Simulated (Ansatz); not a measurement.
Born–Oppenheimer molecular dynamics of a periodic cell of 30 atoms, CF4 (contents 6 CF4, density as packed 1.61 g/cm³ with natural masses). It goes on from the last frame of an earlier run, with new velocities.

Theory: DFT PBE-D3(BJ), scalar-relativistic, plane waves, PAW in Ansatz 0.2.0. Settings: accuracy low, cutoff 420 eV, k mesh 1x1x1, fermi-dirac smearing 0.05 eV, no spin polarisation.

- ensemble: NVT, Langevin thermostat
- time step: 1 fs
- steps asked: 400
- set temperature: 700 K
- friction: 0.01 /fs
- seed: 574310

Frames 1 fs apart, positions in Å, forces in eV/Å.

Velocities at 50.0 fs (Å/ps):

```
C 5.14 -3.63 -7.26
F -2.44 -8.46 -1.59
F 6.94 -0.71 -5.31
F -4.23 -3.40 4.95
F -0.60 4.95 -0.90
C -2.75 -7.13 -1.41
F -2.18 4.50 -10.62
F -6.50 -4.24 7.67
F 1.46 5.13 -0.76
F 11.82 -6.83 7.31
C 2.33 -5.45 -6.34
F -3.64 -2.35 1.89
F 3.92 -1.94 -1.29
F -6.35 1.42 -6.82
F -9.83 1.14 -5.00
C -6.20 1.14 -1.64
F 2.22 -6.63 2.30
F -0.70 -1.37 -4.77
F 3.43 16.66 -6.56
F -0.74 -5.49 0.40
C -5.21 -2.29 -2.44
F -1.95 6.88 -2.74
F 1.28 8.51 0.54
F 8.30 -4.77 10.59
F -0.66 1.06 -0.73
C 1.68 -1.37 -6.44
F 3.28 7.76 -5.41
F -5.91 2.60 -3.01
F -4.54 5.68 -6.38
F 5.81 0.86 -6.21
```

```xyz
30
Lattice="8.1733 0.0000 0.0000 0.0000 8.1733 0.0000 0.0000 0.0000 8.1733" Properties=species:S:1:pos:R:3:forces:R:3 time_fs=50.0 energy_less_start_eV=-0.610 T=594
C 6.659 8.096 0.909 0.43 2.35 1.66
F 5.457 8.540 0.643 -1.53 0.00 -0.10
F 6.756 6.830 0.877 -0.23 -2.86 0.05
F 7.482 8.620 0.055 1.47 0.86 -1.27
F 6.998 8.534 2.165 -0.05 -0.10 -0.49
C 2.377 6.355 0.759 -0.48 0.46 -0.04
F 2.138 7.122 1.860 0.21 -1.15 -0.18
F 2.310 7.214 -0.265 0.73 -0.34 0.03
F 3.584 5.753 0.837 -0.88 0.69 0.11
F 1.420 5.409 0.587 0.74 0.60 0.57
C 0.912 6.511 5.225 3.29 0.00 2.13
F 0.451 6.502 6.449 -1.72 0.12 0.97
F 0.145 5.915 4.414 -1.59 -0.83 -1.87
F 1.169 7.759 4.878 0.15 0.24 -0.54
F 2.108 5.802 5.359 -0.36 0.49 -0.99
C 5.469 4.024 7.009 -1.10 -3.95 -0.50
F 6.306 4.662 7.734 0.48 2.28 0.97
F 4.367 3.599 7.674 -0.50 1.44 0.34
F 5.125 4.566 5.854 0.02 1.02 0.13
F 6.060 2.852 6.760 1.12 -1.11 -1.12
C 0.850 2.986 3.425 0.11 0.04 -0.97
F 0.009 3.504 2.445 1.59 -0.74 0.53
F 0.262 3.304 4.554 -0.18 -0.62 0.90
F 1.040 1.664 3.255 -0.85 0.63 0.05
F 2.096 3.501 3.430 -0.60 0.56 -0.58
C 5.458 8.060 4.768 1.81 1.65 1.20
F 5.694 7.063 3.920 -0.98 0.11 0.61
F 4.383 8.822 4.427 0.85 -1.49 0.56
F 5.437 7.621 6.090 -0.99 0.10 -1.93
F 6.565 8.885 4.747 -0.97 -0.46 -0.21
30
Lattice="8.1733 0.0000 0.0000 0.0000 8.1733 0.0000 0.0000 0.0000 8.1733" Properties=species:S:1:pos:R:3:forces:R:3 time_fs=51.0 energy_less_start_eV=-0.585 T=601
C 6.665 8.093 0.903 -0.05 2.29 2.06
F 5.455 8.531 0.641 -1.40 -0.05 -0.10
F 6.762 6.828 0.872 -0.20 -2.89 0.10
F 7.479 8.618 0.059 1.79 1.09 -1.64
F 6.998 8.538 2.165 -0.05 -0.18 -0.58
C 2.373 6.348 0.757 -0.24 0.70 0.10
F 2.136 7.126 1.849 0.16 -1.16 0.09
F 2.304 7.210 -0.257 0.71 -0.26 -0.33
F 3.585 5.758 0.836 -0.77 0.61 0.11
F 1.432 5.402 0.594 0.47 0.36 0.50
C 0.916 6.505 5.219 3.05 0.40 2.44
F 0.447 6.500 6.450 -1.59 0.13 0.71
F 0.149 5.913 4.413 -1.78 -0.95 -2.04
F 1.163 7.761 4.871 0.16 0.06 -0.45
F 2.098 5.803 5.354 -0.06 0.39 -0.95
C 5.462 4.024 7.008 -0.74 -3.79 -0.67
F 6.309 4.656 7.736 0.30 2.17 0.85
F 4.366 3.597 7.669 -0.59 1.47 0.31
F 5.129 4.583 5.846 0.09 0.71 0.51
F 6.059 2.846 6.760 0.96 -0.89 -1.19
C 0.844 2.983 3.422 0.38 0.17 -0.79
F 0.008 3.510 2.441 1.61 -0.91 0.59
F 0.263 3.312 4.554 -0.21 -0.71 0.77
F 1.048 1.659 3.265 -0.99 0.81 -0.02
F 2.095 3.502 3.429 -0.71 0.50 -0.63
C 5.461 8.060 4.762 1.67 1.91 1.28
F 5.697 7.072 3.914 -0.97 -0.06 0.51
F 4.378 8.825 4.425 1.02 -1.54 0.55
F 5.432 7.627 6.083 -0.93 0.07 -1.93
F 6.572 8.886 4.741 -1.06 -0.47 -0.17
30
Lattice="8.1733 0.0000 0.0000 0.0000 8.1733 0.0000 0.0000 0.0000 8.1733" Properties=species:S:1:pos:R:3:forces:R:3 time_fs=52.0 energy_less_start_eV=-0.581 T=583
C 6.672 8.094 0.897 -0.53 1.97 2.39
F 5.451 8.523 0.640 -1.20 -0.09 -0.10
F 6.770 6.824 0.868 -0.17 -2.66 0.13
F 7.477 8.618 0.062 2.05 1.28 -1.95
F 6.998 8.543 2.163 -0.04 -0.24 -0.64
C 2.369 6.342 0.756 0.08 0.94 0.22
F 2.134 7.129 1.838 0.10 -1.13 0.40
F 2.298 7.207 -0.249 0.67 -0.18 -0.69
F 3.586 5.763 0.835 -0.67 0.53 0.11
F 1.444 5.397 0.601 0.14 0.09 0.42
C 0.923 6.500 5.215 2.54 0.73 2.57
F 0.441 6.498 6.452 -1.42 0.14 0.45
F 0.152 5.910 4.410 -1.85 -0.97 -2.09
F 1.157 7.763 4.864 0.20 -0.12 -0.34
F 2.087 5.805 5.347 0.31 0.25 -0.87
C 5.457 4.019 7.007 -0.40 -3.44 -0.82
F 6.312 4.651 7.737 0.09 2.00 0.70
F 4.365 3.596 7.665 -0.67 1.48 0.29
F 5.132 4.599 5.839 0.15 0.39 0.90
F 6.057 2.841 6.758 0.84 -0.74 -1.24
C 0.837 2.980 3.418 0.67 0.34 -0.56
F 0.008 3.516 2.438 1.60 -1.06 0.63
F 0.264 3.320 4.555 -0.23 -0.80 0.62
F 1.055 1.654 3.276 -1.12 0.95 -0.10
F 2.095 3.504 3.429 -0.85 0.43 -0.68
C 5.465 8.062 4.755 1.50 2.08 1.37
F 5.699 7.080 3.909 -0.96 -0.21 0.41
F 4.375 8.828 4.423 1.16 -1.55 0.53
F 5.426 7.633 6.077 -0.85 0.06 -1.93
F 6.578 8.886 4.734 -1.12 -0.45 -0.14
30
Lattice="8.1733 0.0000 0.0000 0.0000 8.1733 0.0000 0.0000 0.0000 8.1733" Properties=species:S:1:pos:R:3:forces:R:3 time_fs=53.0 energy_less_start_eV=-0.592 T=618
C 6.678 8.097 0.893 -0.92 1.45 2.64
F 5.447 8.515 0.639 -1.00 -0.10 -0.10
F 6.777 6.819 0.863 -0.17 -2.27 0.17
F 7.478 8.618 0.064 2.22 1.46 -2.21
F 6.998 8.547 2.161 -0.04 -0.26 -0.68
C 2.364 6.337 0.756 0.42 1.18 0.31
F 2.133 7.132 1.827 0.03 -1.08 0.75
F 2.293 7.205 -0.241 0.63 -0.12 -1.06
F 3.585 5.768 0.835 -0.54 0.46 0.12
F 1.457 5.391 0.610 -0.22 -0.21 0.33
C 0.933 6.495 5.213 1.72 0.94 2.47
F 0.434 6.497 6.454 -1.23 0.16 0.21
F 0.155 5.906 4.406 -1.74 -0.85 -1.95
F 1.151 7.766 4.857 0.25 -0.30 -0.23
F 2.076 5.806 5.340 0.78 0.09 -0.76
C 5.452 4.013 7.005 -0.09 -3.04 -0.91
F 6.315 4.647 7.740 -0.12 1.80 0.54
F 4.363 3.596 7.661 -0.71 1.46 0.26
F 5.135 4.614 5.833 0.20 0.10 1.21
F 6.056 2.836 6.755 0.73 -0.62 -1.27
C 0.831 2.976 3.414 0.93 0.58 -0.29
F 0.010 3.522 2.438 1.57 -1.20 0.61
F 0.264 3.328 4.555 -0.24 -0.90 0.49
F 1.060 1.651 3.288 -1.24 1.02 -0.18
F 2.095 3.506 3.428 -0.96 0.35 -0.72
C 5.471 8.066 4.749 1.29 2.13 1.43
F 5.702 7.088 3.904 -0.94 -0.34 0.33
F 4.373 8.830 4.420 1.27 -1.53 0.50
F 5.420 7.638 6.071 -0.76 0.05 -1.90
F 6.584 8.886 4.727 -1.13 -0.40 -0.09
30
Lattice="8.1733 0.0000 0.0000 0.0000 8.1733 0.0000 0.0000 0.0000 8.1733" Properties=species:S:1:pos:R:3:forces:R:3 time_fs=54.0 energy_less_start_eV=-0.601 T=599
C 6.682 8.101 0.888 -1.20 0.91 2.86
F 5.443 8.506 0.638 -0.81 -0.10 -0.10
F 6.785 6.814 0.858 -0.17 -1.85 0.20
F 7.480 8.618 0.065 2.33 1.60 -2.39
F 6.999 8.551 2.158 -0.05 -0.28 -0.74
C 2.361 6.332 0.756 0.69 1.35 0.41
F 2.131 7.134 1.815 -0.03 -0.99 1.13
F 2.288 7.202 -0.234 0.59 -0.04 -1.45
F 3.585 5.772 0.835 -0.38 0.40 0.12
F 1.470 5.385 0.620 -0.55 -0.48 0.24
C 0.944 6.490 5.214 0.67 1.15 2.14
F 0.426 6.495 6.455 -1.02 0.17 0.00
F 0.156 5.900 4.401 -1.52 -0.64 -1.68
F 1.145 7.769 4.850 0.31 -0.51 -0.09
F 2.065 5.808 5.333 1.35 -0.13 -0.61
C 5.448 4.006 7.003 0.25 -2.55 -0.94
F 6.317 4.643 7.742 -0.35 1.56 0.35
F 4.361 3.597 7.656 -0.76 1.40 0.23
F 5.139 4.630 5.827 0.24 -0.19 1.48
F 6.055 2.832 6.751 0.63 -0.53 -1.28
C 0.826 2.973 3.410 1.15 0.83 0.02
F 0.013 3.527 2.438 1.51 -1.31 0.56
F 0.265 3.334 4.556 -0.24 -0.99 0.35
F 1.065 1.649 3.299 -1.33 1.03 -0.27
F 2.095 3.507 3.427 -1.03 0.29 -0.76
C 5.478 8.073 4.744 1.08 2.02 1.43
F 5.705 7.095 3.900 -0.92 -0.40 0.27
F 4.372 8.831 4.418 1.34 -1.46 0.45
F 5.412 7.643 6.062 -0.66 0.07 -1.85
F 6.589 8.886 4.720 -1.11 -0.31 -0.04
30
Lattice="8.1733 0.0000 0.0000 0.0000 8.1733 0.0000 0.0000 0.0000 8.1733" Properties=species:S:1:pos:R:3:forces:R:3 time_fs=55.0 energy_less_start_eV=-0.599 T=582
C 6.685 8.105 0.884 -1.34 0.45 2.97
F 5.438 8.497 0.636 -0.61 -0.09 -0.10
F 6.792 6.808 0.854 -0.18 -1.45 0.23
F 7.484 8.620 0.065 2.31 1.67 -2.46
F 7.000 8.554 2.156 -0.08 -0.30 -0.82
C 2.359 6.330 0.756 0.93 1.42 0.45
F 2.129 7.135 1.804 -0.10 -0.86 1.53
F 2.283 7.199 -0.227 0.56 0.05 -1.83
F 3.584 5.777 0.837 -0.23 0.35 0.11
F 1.482 5.379 0.629 -0.84 -0.72 0.16
C 0.956 6.487 5.216 -0.54 1.37 1.74
F 0.417 6.493 6.458 -0.79 0.17 -0.22
F 0.157 5.896 4.393 -1.24 -0.39 -1.34
F 1.139 7.773 4.844 0.38 -0.71 0.05
F 2.054 5.809 5.325 1.99 -0.40 -0.45
C 5.445 3.997 7.000 0.56 -1.98 -0.94
F 6.319 4.641 7.745 -0.57 1.28 0.15
F 4.360 3.599 7.653 -0.79 1.31 0.20
F 5.142 4.644 5.822 0.27 -0.47 1.70
F 6.055 2.827 6.746 0.53 -0.46 -1.28
C 0.821 2.969 3.406 1.33 1.04 0.34
F 0.017 3.531 2.437 1.44 -1.40 0.52
F 0.265 3.340 4.558 -0.23 -1.08 0.19
F 1.068 1.647 3.309 -1.40 1.03 -0.35
F 2.095 3.507 3.427 -1.08 0.24 -0.80
C 5.484 8.081 4.739 0.88 1.78 1.39
F 5.709 7.101 3.895 -0.91 -0.40 0.26
F 4.372 8.831 4.416 1.37 -1.35 0.39
F 5.404 7.647 6.054 -0.54 0.09 -1.77
F 6.594 8.885 4.713 -1.07 -0.20 0.00
30
Lattice="8.1733 0.0000 0.0000 0.0000 8.1733 0.0000 0.0000 0.0000 8.1733" Properties=species:S:1:pos:R:3:forces:R:3 time_fs=56.0 energy_less_start_eV=-0.589 T=581
C 6.687 8.107 0.883 -1.30 0.09 2.91
F 5.434 8.488 0.635 -0.43 -0.08 -0.10
F 6.801 6.803 0.849 -0.19 -1.06 0.26
F 7.488 8.623 0.064 2.16 1.65 -2.39
F 7.002 8.557 2.155 -0.12 -0.31 -0.89
C 2.357 6.329 0.758 1.12 1.41 0.42
F 2.127 7.135 1.793 -0.18 -0.70 1.94
F 2.278 7.197 -0.222 0.52 0.11 -2.15
F 3.585 5.783 0.839 -0.08 0.30 0.11
F 1.494 5.372 0.639 -1.08 -0.90 0.09
C 0.967 6.485 5.220 -1.80 1.54 1.27
F 0.406 6.492 6.459 -0.55 0.17 -0.42
F 0.156 5.891 4.386 -0.94 -0.12 -0.99
F 1.135 7.776 4.838 0.45 -0.87 0.19
F 2.044 5.808 5.318 2.65 -0.68 -0.27
C 5.443 3.987 6.996 0.79 -1.42 -0.86
F 6.322 4.639 7.747 -0.77 1.01 -0.05
F 4.357 3.603 7.649 -0.75 1.21 0.15
F 5.145 4.657 5.818 0.30 -0.73 1.86
F 6.055 2.821 6.740 0.42 -0.39 -1.26
C 0.818 2.966 3.404 1.47 1.21 0.61
F 0.023 3.533 2.437 1.35 -1.46 0.46
F 0.265 3.345 4.561 -0.21 -1.16 0.05
F 1.071 1.646 3.319 -1.46 1.02 -0.42
F 2.094 3.508 3.427 -1.09 0.21 -0.81
C 5.490 8.091 4.735 0.67 1.42 1.32
F 5.713 7.106 3.890 -0.91 -0.34 0.29
F 4.373 8.832 4.415 1.37 -1.21 0.32
F 5.394 7.652 6.045 -0.43 0.12 -1.69
F 6.598 8.885 4.708 -0.98 -0.06 0.04
```

Of the whole run (400 fs, mean temperature of the second half 778 K): The mean temperature of the second half is 11 % above the set value. A run of 0.4 ps of so small a system gives no equilibrium averages. Limits of this set-up: coarse k mesh, low accuracy level.

Run time: 7.3 min on 1 thread of AMD EPYC 9R45 96-Core Processor (Zen 5), on a shared host, peak memory 0.66 GiB.
